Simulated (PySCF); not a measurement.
## As (arsenic, neutral) across methods

[Ar] 3d10 4s2 4p3, high-spin 4S determinant. Computed with PySCF 2.14 in aug-cc-pVDZ-PP with ECP10MDF, with scalar relativity through the core potential.

| method | E (hartree) | mean ε 4s α (eV) | mean ε 4s β (eV) | mean ε 4p α (eV) | Σ⟨r²⟩ (bohr²) | ⟨S²⟩ |
| --- | --- | --- | --- | --- | --- | --- |
| wB97M-V | -332.2104 | -19.811 | -16.392 | -9.053 | 40.40 | 3.750 |
| LC-wPBE | -332.4489 | -20.771 | -16.796 | -9.736 | 39.82 | 3.752 |
| PBE | -332.4016 | -15.179 | -12.885 | -5.897 | 40.42 | 3.750 |
| wB97X | -332.4370 | -20.018 | -16.744 | -9.191 | 39.89 | 3.750 |
| PBE0 | -332.3723 | -17.235 | -13.889 | -7.080 | 40.12 | 3.751 |
| MN15 | -332.8062 | -17.484 | -14.436 | -7.430 | 40.78 | 3.750 |
| LDA | -331.8892 | -15.349 | -13.332 | -5.931 | 40.35 | 3.750 |
| r2SCAN | -332.2902 | -16.026 | -12.981 | -6.300 | 39.86 | 3.751 |

Problem. Estimate the same row for UHF.

Solution. E (hartree) = -331.19805; mean ε 4s α (eV) = -22.667; mean ε 4s β (eV) = -15.653; mean ε 4p α (eV) = -10.047; Σ⟨r²⟩ (bohr²) = 40.36; ⟨S²⟩ = 3.751.

Energies and moments cover only the electrons outside the core potential.
